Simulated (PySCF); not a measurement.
# Computed records: B2GeH4N

Computed with PySCF 2.14.0. Calculation on a computer-drawn molecule: optimised geometry and harmonic frequencies of an isolated molecule of the commonest isotopes, restricted reference for singlets and unrestricted otherwise, frozen core in MP2; on germanium a core potential holds 10 electrons, which the energies leave out, and 3d is frozen in MP2 and coupled-cluster steps.

Entry: B2GeH4N

Start structure:
```xyz
8
B2GeH4N
B      0.5163    -0.6021     2.3262
N      0.2865    -0.6463     1.1273
Ge    -0.0290    -0.8094    -0.6708
B     -1.7852    -1.3144    -1.3349
H      0.6116    -0.5522     3.5427
H      1.4009    -0.4367    -1.2871
H     -1.8865    -1.4356    -2.4862
H     -2.6389    -1.5988    -0.5329
```

- charge: 0
- multiplicity: 2
- method: HF
- basis: cc-pVDZ
- basis and core potential on germanium: cc-pVDZ-PP ECP10MDF
- rotational constants: ?

Drawn bonds:
```tsv
atom	other atom	order
1	2	1
2	3	2
3	4	1
1	5	1
3	6	1
4	7	1
4	8	1
```

Q: What rotational constants does the calculation give for B2GeH4N?
A: 16.81, 2.939, 2.501 GHz

Further results for B2GeH4N:

* total energy: -399.5007 hartree
* spin squared: 0.7603
* convergence status largest gradient component: 2.241e-05 hartree/bohr

Optimised structure:
```xyz
8
B2GeH4N
B      0.5033    -0.5927     2.3981
N      0.3129    -0.6789     1.1738
Ge    -0.0123    -0.8173    -0.5929
B     -1.7570    -1.3439    -1.3493
H      0.6877    -0.5102     3.5528
H      1.2662    -0.4576    -1.3395
H     -1.8559    -1.4009    -2.5403
H     -2.6691    -1.5940    -0.6184
```

Modes:
```tsv
frequency (cm⁻¹)	reduced mass (dalton)
112.4	2.978
160.1	1.255
176.3	3.549
234.6	3.901
425.7	1.038
578.4	7.644
666.8	4.796
683	1.266
813.8	1.346
822.4	1.34
852.7	1.093
854.7	1.235
1227	1.159
1965	5.158
2258	1.021
2694	1.048
2797	1.132
2985	1.195
```
